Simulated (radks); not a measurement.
Q: He+, 1 electrons, occupied as 1s0.75 2s0.25 (fractional occupations, a model configuration). Calculated with a radial shooting solver on a logarithmic mesh with Libxc functionals: scalar-relativistic Kohn-Sham, LDA (Slater exchange, Perdew-Zunger correlation), spin-polarised, spherical densities, finite nucleus; open shells are filled with parallel spins first; Gaussian nuclear charge, rms radius 1.6755 fm. Some entries of the table are withheld. Estimate them.

| orbital | occ. | eigenvalue (eV) | <r> (bohr) | <1/r> (bohr^-1) |
|---|---|---|---|---|
| 1s up | 0.75 | -45.1476 | 0.7511 | 2.007 |
| 2s up | 0.25 | -8.0653 | 3.452 | 0.4180 |
| 2p up | 0 | (1) | (2) | 0.4072 |

A: 
(1) 2p up eigenvalue (eV): -7.1877
(2) 2p up <r> (bohr): 3.115
